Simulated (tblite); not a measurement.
Species: C₃H₉BF₂Si₂.
Bonds: C1–Si2, Si2–B3, B3–F4, B3–F5, Si2–C6, C6–Si7, Si7–C8, Si2–C8. Hydrogens: H9, H10, H11 on C1; H12, H13 on C6; H14, H15 on Si7; H16, H17 on C8.

Computed with GFN2-xTB (tblite), gas phase: L-BFGS steps from a force-field or distance-geometry start until the largest atomic force falls under 0.01 eV/Å.

Step 10: E = -685.9275 eV
```
atom  x, y, z in Å  |  force x, y, z in eV/Å
C1     -1.8251   -1.2015   -0.1374    0.035   0.050   0.000
Si2    -0.5245    0.1911   -0.0946   -0.033   0.045  -0.003
B3     -1.2443    2.0068   -0.3906   -0.010  -0.009  -0.002
F4     -0.4865    3.0907   -0.4029   -0.052  -0.015  -0.005
F5     -2.5188    2.2918   -0.5990    0.034   0.030   0.002
C6      1.0085   -0.2297   -1.1963   -0.085   0.023   0.031
Si7     2.1424   -0.3512    0.3450   -0.041  -0.002   0.000
C8      0.6291    0.0513    1.4526   -0.073   0.011  -0.066
H9     -2.3272   -1.2335   -1.0998   -0.013  -0.030   0.019
H10    -1.3611   -2.1673    0.0337   -0.038   0.002  -0.004
H11    -2.5831   -1.0499    0.6252   -0.005  -0.034  -0.015
H12     1.2829    0.5470   -1.9062    0.028  -0.001   0.049
H13     0.9075   -1.1460   -1.7715    0.027  -0.008   0.053
H14     3.1755    0.6836    0.3815    0.058  -0.067   0.017
H15     2.6540   -1.7053    0.5631    0.087   0.036   0.008
H16     0.7179    0.9654    2.0356    0.038  -0.024  -0.041
H17     0.3458   -0.7312    2.1517    0.042  -0.006  -0.044
```

Step 11: E = -685.9292 eV
```
atom  x, y, z in Å  |  force x, y, z in eV/Å
C1     -1.8248   -1.2012   -0.1375    0.008   0.034   0.000
Si2    -0.5282    0.1963   -0.0952    0.026  -0.069   0.002
B3     -1.2456    2.0085   -0.3910   -0.023   0.018  -0.005
F4     -0.4863    3.0912   -0.4029   -0.061  -0.007  -0.007
F5     -2.5202    2.2925   -0.5992    0.036   0.043   0.000
C6      1.0069   -0.2295   -1.1961   -0.081   0.026   0.017
Si7     2.1411   -0.3513    0.3450   -0.033   0.002  -0.004
C8      0.6271    0.0514    1.4513   -0.060   0.014  -0.042
H9     -2.3284   -1.2351   -1.0994   -0.005  -0.022   0.022
H10    -1.3630   -2.1686    0.0337   -0.024   0.032  -0.006
H11    -2.5840   -1.0516    0.6249    0.002  -0.027  -0.017
H12     1.2846    0.5473   -1.9057    0.017  -0.021   0.057
H13     0.9092   -1.1476   -1.7711    0.013   0.027   0.069
H14     3.1786    0.6799    0.3824    0.046  -0.065   0.016
H15     2.6586   -1.7032    0.5635    0.078   0.032   0.008
H16     0.7196    0.9648    2.0354    0.031  -0.029  -0.044
H17     0.3476   -0.7320    2.1521    0.029   0.012  -0.065
```

Step 12: E = -685.9308 eV
```
atom  x, y, z in Å  |  force x, y, z in eV/Å
C1     -1.8244   -1.2002   -0.1375   -0.028   0.001  -0.001
Si2    -0.5316    0.2005   -0.0958    0.052  -0.142   0.001
B3     -1.2471    2.0100   -0.3914   -0.029   0.034  -0.007
F4     -0.4874    3.0919   -0.4031   -0.052   0.010  -0.008
F5     -2.5212    2.2944   -0.5995    0.016   0.049  -0.003
C6      1.0037   -0.2288   -1.1954   -0.043   0.020   0.008
Si7     2.1392   -0.3513    0.3448   -0.012   0.003  -0.008
C8      0.6241    0.0518    1.4491   -0.021   0.011  -0.012
H9     -2.3296   -1.2371   -1.0985    0.000  -0.009   0.014
H10    -1.3653   -2.1693    0.0336   -0.001   0.049  -0.005
H11    -2.5850   -1.0538    0.6242    0.003  -0.012  -0.011
H12     1.2868    0.5472   -1.9041    0.003  -0.027   0.053
H13     0.9112   -1.1486   -1.7694   -0.007   0.047   0.071
H14     3.1827    0.6748    0.3837    0.029  -0.062   0.014
H15     2.6649   -1.7004    0.5641    0.063   0.031   0.006
H16     0.7220    0.9637    2.0343    0.018  -0.020  -0.040
H17     0.3501   -0.7326    2.1511    0.008   0.017  -0.072
```

Problem. Estimate the geometry and energy of step 13. (The exact step hangs on the optimiser's Hessian estimate; all steps are aligned on step 12, rigid shifts and turns removed.)

Solution. E = -685.9324 eV, largest force 0.142 eV/Å
```
atom  x, y, z in Å  |  force x, y, z in eV/Å
C1     -1.8245   -1.1993   -0.1376   -0.057  -0.031  -0.002
Si2    -0.5342    0.2021   -0.0964    0.036  -0.137  -0.003
B3     -1.2490    2.0117   -0.3919   -0.024   0.026  -0.005
F4     -0.4894    3.0931   -0.4035   -0.034   0.023  -0.007
F5     -2.5222    2.2975   -0.6000   -0.009   0.047  -0.007
C6      1.0000   -0.2278   -1.1945    0.013   0.007   0.008
Si7     2.1370   -0.3513    0.3445    0.017   0.000  -0.006
C8      0.6209    0.0522    1.4467    0.030   0.002   0.009
H9     -2.3310   -1.2393   -1.0975   -0.001   0.004  -0.003
H10    -1.3676   -2.1692    0.0333    0.025   0.044  -0.002
H11    -2.5860   -1.0563    0.6235   -0.004   0.005   0.003
H12     1.2890    0.5466   -1.9019   -0.010  -0.016   0.037
H13     0.9131   -1.1488   -1.7667   -0.026   0.042   0.056
H14     3.1874    0.6685    0.3852    0.013  -0.053   0.011
H15     2.6724   -1.6969    0.5647    0.044   0.029   0.004
H16     0.7246    0.9622    2.0328    0.003   0.000  -0.031
H17     0.3525   -0.7329    2.1492   -0.016   0.008  -0.062
```

The energy changes by -0.0015 eV. The first-order estimate −F·Δx gives -0.0021 eV and the mean of the old and new forces, exact on a quadratic surface, -0.0015 eV. The step makes an angle of 59° with the force vector and moves no atom by more than 0.008 Å.

The cost below is that of the whole relaxation. Hardware: Intel Xeon at 2.50 GHz, one thread (shared host). Cost: 0.7 s.
